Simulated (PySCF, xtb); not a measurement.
triflic acid (CHF3O3S), SMILES S(C(F)(F)F)(=O)(O)=O.

GFN2-xTB run with xtb at its own geometry gives an orbital gap of 7.55 eV and a dipole moment of 3.16 D.

Coordinates come from a B3LYP-D3(BJ)/def2-SVP optimisation. Other conformers were not sampled.

### Question
What does M06-2X/def2-TZVP in PySCF give? (An estimate is asked for; the answer gives what the named calculation found.)

### Answer
gap 12.25 eV (levels -11.64 and 0.61 eV), dipole 2.75 D.
